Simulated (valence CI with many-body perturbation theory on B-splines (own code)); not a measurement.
**Level structure of Nd27+**

Method: configuration interaction combined with many-body perturbation theory (CI+MBPT): five valence electrons over a frozen Dirac-Fock core [Ar] 3d10, a basis of 11 s, 11 p, 10 d, 8 f, 5 g, 2 h functions for each j, with the one-electron correlation potential Σ1 (screened to all orders), the two-electron term Σ2, the three-electron term Σ3, Breit, model QED; selected single and double excitations, second order for the rest, scaled by the run's own slope (own B-spline code, finite nucleus).

No measured spectrum was set against this ion. As an estimate, large intervals hold to a few tenths of a per cent, small ones and those within an open d or f shell to about a per cent. Among the levels kept, up to 2000 cm⁻¹ of a level comes from second order outside the variational space, and about a tenth of that is noise between levels of different J, which matters for small intervals.

Levels 46 to 90 of 167, with energies above the lowest level, (4s^2 4p1/2^2 4p3/2) J=3/2. "Leading %" is the weight of the configuration and term that name the level; weights of strongly mixed levels are sums over their largest components and can fall short. In the jj column 3d3/2^4 stands for four electrons in 3d with j = 3/2. Lifetimes count E1, E2, E3, M1 and M2 decay at the calculated energies, and are blank where another channel may lead or the interval is too uncertain; long ones can be off by a factor of two.

```
No.  Configuration  Term     J  E (eV)  Leading %      g   Second component  Lifetime                     Leading jj
 46            4p⁵   ²P°   3/2  194.27         45  1.349   18 % 4s4p³4d ⁶D°   13.2 ps         4p1/2^2 4p3/2^3 (45 %)
 47        4s4p³4d   ⁶D°   9/2  197.57         55  1.433   33 % 4s4p³4d ⁴F°    158 ps  4s 4p1/2^2 4p3/2 4d5/2 (85 %)
 48        4s4p³4d   ⁴F°   3/2  199.77         36  0.933   10 % 4s4p³4d ⁴P°   21.8 ps  4s 4p1/2^2 4p3/2 4d3/2 (45 %)
 49        4s4p³4d   ⁴D°   5/2  203.24         35  1.373   20 % 4s4p³4d ⁶D°   16.0 ps  4s 4p1/2^2 4p3/2 4d5/2 (76 %)
 50        4s4p³4d   ⁴G°   5/2  205.43         37  0.848   16 % 4s4p³4d ²F°   17.8 ps  4s 4p1/2^2 4p3/2 4d3/2 (79 %)
 51        4s4p³4d   ⁴D°   1/2  208.00         55  0.566   14 % 4s4p³4d ²P°   8.80 ps  4s 4p1/2^2 4p3/2 4d3/2 (81 %)
 52        4s4p³4d   ⁴D°   7/2  208.84         23  1.246   20 % 4s4p³4d ²F°   9.73 ps  4s 4p1/2^2 4p3/2 4d5/2 (48 %)
 53        4s4p³4d   ²F°   7/2  212.46         24  1.144   22 % 4s4p³4d ⁴D°   19.5 ps  4s 4p1/2^2 4p3/2 4d5/2 (80 %)
 54        4s4p³4d   ⁴D°   1/2  214.51         66  0.393   15 % 4s4p³4d ²P°   14.3 ps  4s 4p1/2^2 4p3/2 4d5/2 (57 %)
 55        4s4p³4d   ⁴D°   3/2  214.99         49  1.056   17 % 4s4p³4d ⁴F°   16.1 ps  4s 4p1/2 4p3/2^2 4d3/2 (59 %)
 56        4s4p³4d   ⁴F°   5/2  216.31         53  1.124   12 % 4s4p³4d ⁴D°   11.2 ps  4s 4p1/2 4p3/2^2 4d3/2 (49 %)
 57        4s4p³4d   ⁴D°   3/2  217.72         39  1.375   16 % 4s4p³4d ⁴P°   6.45 ps  4s 4p1/2^2 4p3/2 4d5/2 (77 %)
 58        4s4p³4d   ⁶D°   1/2  217.82         27  1.836   20 % 4s4p³4d ²S°   23.4 ps  4s 4p1/2 4p3/2^2 4d3/2 (64 %)
 59        4s4p³4d   ⁴D°   5/2  218.91         26  1.200   19 % 4s4p³4d ²F°   6.75 ps  4s 4p1/2 4p3/2^2 4d3/2 (41 %)
 60        4s4p³4d   ⁴F°   7/2  219.64         54  1.273   19 % 4s4p³4d ⁶D°   33.0 ps  4s 4p1/2 4p3/2^2 4d3/2 (58 %)
 61        4s4p³4d   ⁶D°   3/2  220.33         17  1.267   10 % 4s4p³4d ²D°   5.04 ps  4s 4p1/2 4p3/2^2 4d3/2 (33 %)
 62            4p⁵   ²P°   1/2  221.15         52  0.651   32 % 4s4p³4d ²P°   13.7 ps           4p1/2 4p3/2^4 (52 %)
 63        4s4p³4d   ⁴G°   9/2  223.13         63  1.269   23 % 4s4p³4d ⁶D°   64.3 ps  4s 4p1/2 4p3/2^2 4d5/2 (59 %)
 64        4s4p³4d   ⁴D°   7/2  223.38         57  1.295   17 % 4s4p³4d ²G°   40.7 ps  4s 4p1/2 4p3/2^2 4d5/2 (62 %)
 65        4s4p³4d   ⁴F°   9/2  225.19         66  1.300   17 % 4s4p³4d ²G°   65.0 ps  4s 4p1/2 4p3/2^2 4d5/2 (53 %)
 66        4s4p³4d   ⁴D°   1/2  229.42         52  0.648    8 % 4s4p³4d ²P°   5.33 ps  4s 4p1/2 4p3/2^2 4d3/2 (39 %)
 67       4s²4p4d²   ⁴G°   5/2  229.72         16  0.898   14 % 4s4p³4d ⁴G°   36.6 ps  4s 4p1/2 4p3/2^2 4d3/2 (40 %)
 68        4s4p³4d   ²G°   9/2  230.02         55  1.194   26 % 4s4p³4d ⁴F°   68.1 ps  4s 4p1/2 4p3/2^2 4d5/2 (64 %)
 69        4s4p³4d   ⁴G°  11/2  230.07         95  1.270                      54.6 ps  4s 4p1/2 4p3/2^2 4d5/2 (95 %)
 70        4s4p³4d   ⁴F°   3/2  230.64         45  0.751   22 % 4s4p³4d ²D°   6.76 ps  4s 4p1/2 4p3/2^2 4d3/2 (74 %)
 71        4s4p³4d   ⁴P°   5/2  231.38         48  1.424   11 % 4s4p³4d ⁴D°   2.42 ps  4s 4p1/2 4p3/2^2 4d3/2 (54 %)
 72        4s4p³4d   ²G°   7/2  231.69         30  1.106   21 % 4s4p³4d ⁴G°   4.73 ps  4s 4p1/2 4p3/2^2 4d3/2 (58 %)
 73        4s4p³4d   ⁴S°   3/2  232.87         24  1.310   22 % 4s4p³4d ⁴F°   3.04 ps  4s 4p1/2 4p3/2^2 4d3/2 (69 %)
 74        4s4p³4d   ²D°   3/2  234.67         25  1.004   19 % 4s4p³4d ⁴F°   4.19 ps  4s 4p1/2 4p3/2^2 4d3/2 (73 %)
 75        4s4p³4d   ⁴F°   5/2  234.82         35  1.073   10 % 4s4p³4d ⁴P°   7.69 ps  4s 4p1/2 4p3/2^2 4d3/2 (59 %)
 76        4s4p³4d   ²S°   1/2  234.86         42  2.147   38 % 4s4p³4d ⁴P°   7.48 ps  4s 4p1/2 4p3/2^2 4d5/2 (82 %)
 77        4s4p³4d   ⁴D°   7/2  235.97         26  1.193   21 % 4s4p³4d ²G°   2.52 ps  4s 4p1/2 4p3/2^2 4d3/2 (65 %)
 78        4s4p³4d   ⁴D°   5/2  236.75         56  1.246   10 % 4s4p³4d ²D°   6.07 ps  4s 4p1/2 4p3/2^2 4d5/2 (61 %)
 79       4s²4p²4f   ⁴D°   7/2  237.19         15  1.169  12 % 4s²4p²4f ²F°   14.1 ps      4s^2 4p1/2^2 4f7/2 (48 %)
 80        4s4p³4d   ⁴P°   3/2  237.90         37  1.309   25 % 4s4p³4d ⁴D°   3.81 ps  4s 4p1/2 4p3/2^2 4d5/2 (58 %)
 81        4s4p³4d   ⁴P°   5/2  238.34         22  1.125  15 % 4s²4p²4f ⁴G°   5.35 ps  4s 4p1/2 4p3/2^2 4d5/2 (33 %)
 82        4s4p³4d   ⁴D°   5/2  239.73         25  1.174   17 % 4s4p³4d ²F°   3.38 ps  4s 4p1/2 4p3/2^2 4d5/2 (48 %)
 83        4s4p³4d   ²G°   9/2  240.03         50  1.129  13 % 4s²4p4d² ²G°   20.8 ps  4s 4p1/2 4p3/2^2 4d5/2 (63 %)
 84        4s4p³4d   ²F°   7/2  240.05         47  1.122   11 % 4s4p³4d ⁴F°   11.4 ps  4s 4p1/2 4p3/2^2 4d5/2 (69 %)
 85        4s4p³4d   ⁴S°   3/2  240.80         32  1.545   25 % 4s4p³4d ²P°   3.00 ps  4s 4p1/2 4p3/2^2 4d5/2 (66 %)
 86        4s4p³4d   ⁴D°   7/2  240.84         21  1.205   12 % 4s4p³4d ⁴F°   8.77 ps  4s 4p1/2 4p3/2^2 4d5/2 (55 %)
 87        4s4p³4d   ²D°   5/2  241.53         27  1.156   22 % 4s4p³4d ⁴D°   6.17 ps  4s 4p1/2 4p3/2^2 4d5/2 (67 %)
 88        4s4p³4d   ²P°   1/2  241.53         47  1.058   16 % 4s4p³4d ⁴P°   1.72 ps  4s 4p1/2 4p3/2^2 4d3/2 (70 %)
 89        4s4p³4d   ²D°   3/2  243.77         20  1.099   20 % 4s4p³4d ²P°   2.36 ps  4s 4p1/2 4p3/2^2 4d5/2 (43 %)
 90       4s²4p4d²   ⁴G°   5/2  244.27         27  0.992   18 % 4s4p³4d ⁴D°   3.23 ps  4s 4p1/2 4p3/2^2 4d3/2 (29 %)
```

Where two levels of one J and parity lie close, their mixing, g and order are uncertain.
